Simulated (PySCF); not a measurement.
Task: Write Cartesian coordinates for InChI=1S/C8H4F2O2/c9-7(11)5-1-2-6(4-3-5)8(10)12/h1-4H as optimised with PBE0-D3(BJ)/def2-SVP.

Result: 
```
atom  x, y, z in Å
O1     3.5835   -0.6324   -0.6136
C2     2.8678    0.0269    0.0628
F3     3.3687    0.8822    0.9625
C4     1.3864    0.0310    0.0480
C5     0.6444    0.8363    0.9202
C6    -0.7424    0.8048    0.8700
C7    -1.3871   -0.0299   -0.0498
C8    -2.8685   -0.0256   -0.0640
O9    -3.5837    0.6300    0.6164
F10   -3.3700   -0.8786   -0.9655
C11   -0.6451   -0.8351   -0.9222
C12    0.7417   -0.8035   -0.8720
H13    1.1608    1.4810    1.6321
H14   -1.3481    1.4208    1.5373
H15   -1.1616   -1.4798   -1.6342
H16    1.3473   -1.4198   -1.5390
```

Any rigid rotation of these coordinates is as good. Atoms count from 1 in this order. The 6-membered ring C4–C5–C6–C7–C11–C12 has internal angles of 119.6° to 120.6° (sum 720°, against 720° for a flat polygon); it is planar, 0.00 Å rms from its mean plane, widest ring torsion 0°. Of the pairs four or more bonds apart, F3···H13 is among the closest relative to their van der Waals radii: 2.38 Å, 89 % of the sum of Bondi's values. The C–C distances run from 1.388 Å (C5–C6, aromatic) to 1.482 Å (C7–C8, drawn single), a spread of 0.094 Å. The 12 heavy atoms lie in one plane (0.010 Å rms).

Bonds between heavy atoms (Å): O1=C2 1.185, C2–F3 1.339, C2–C4 1.481, C4–C5 1.400, C5–C6 1.388, C6–C7 1.399, C7–C8 1.482, C8=O9 1.185, C8–F10 1.339, C7–C11 1.400, C11–C12 1.388, C4–C12 1.399.

Computed with PBE0-D3(BJ)/def2-SVP geometry optimisation, gas phase in PySCF 2.14.0.

Point group: C2h (every atom within 0.08 Å of its image). Whether it is a minimum is left open (no frequencies). One conformer, not necessarily the lowest (O1–C2–C4–C5 179°, C6–C7–C8–O9 1°).
